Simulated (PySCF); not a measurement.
C6H7BF2OSi.
Numbering: `[F:1][B:2]([F:3])[c:4]1[cH:5][cH:6][c:7]([O:8][SiH3:9])[cH:10][cH:11]1` (hydrogens: H12 on C5; H13 on C6; H14, H15, H16 on Si9; H17 on C10; H18 on C11)

Theory: PySCF, PBE0-D3(BJ)/def2-SVP geometry optimisation, gas phase.

What internal coordinates does the optimisation give?

```
                     bond  length (pm)
             F1–B2, B2–F3        132.4
                    B2–C4        154.0
            C4–C5, C4–C11        140.5
           C5–C6, C10–C11        138.7
            C6–C7, C7–C10        140.2
                    C7–O8        134.5
                   O8–Si9        168.5
          C5–H12, C11–H18        109.3
          C6–H13, C10–H17        109.2
Si9–H14, Si9–H15, Si9–H16        148.9
```

Bonds in one row agree within 1 pm and their mean is given. A selection of angles:
```
    angle  degrees
 F1–B2–F3    116.8
 F1–B2–C4    121.6
 B2–C4–C5    121.1
C5–C4–C11    118.1
 C4–C5–C6    121.3
 C5–C6–C7    119.7
 C6–C7–O8    117.6
C6–C7–C10    119.8
O8–C7–C10    122.5
C7–O8–Si9    128.5
```

Dihedral angles: F1–B2–C4–C5 -179° (antiperiplanar); C6–C7–O8–Si9 -178° (antiperiplanar). The mirror-image conformer, all signs reversed, is as good.

O8 (silyl ether oxygen) is bent (angle 128.5°). Si9 (oxygen-bound silicon) is distorted tetrahedral (angles from 104.8° to 111.1°). B2 (three-coordinate boron) is planar (angles 121.7°, 121.6° and 116.8°, sum 360.0°, 0.00 Å off the plane of its three neighbours). The C–C distances run from 1.386 Å (C5–C6, aromatic) to 1.406 Å (C4–C5, aromatic), a spread of 0.020 Å. The 6-membered ring C4–C5–C6–C7–C10–C11 has internal angles of 118.1° to 121.3° (sum 720°, against 720° for a flat polygon); it is planar, 0.00 Å rms from its mean plane, widest ring torsion 0°. Of the pairs four or more bonds apart, Si9···H17 is among the closest relative to their van der Waals radii: 2.78 Å, 84 % of the sum of Bondi's values. The 11 heavy atoms lie in one plane (0.019 Å rms).

Point group: near Cs, missed by 0.11 Å at most; the miss may be what the optimiser left on a soft mode. No PBE0-D3(BJ)/def2-SVP frequencies stand behind this structure, so it isn't proved a minimum. One conformer, not necessarily the lowest.
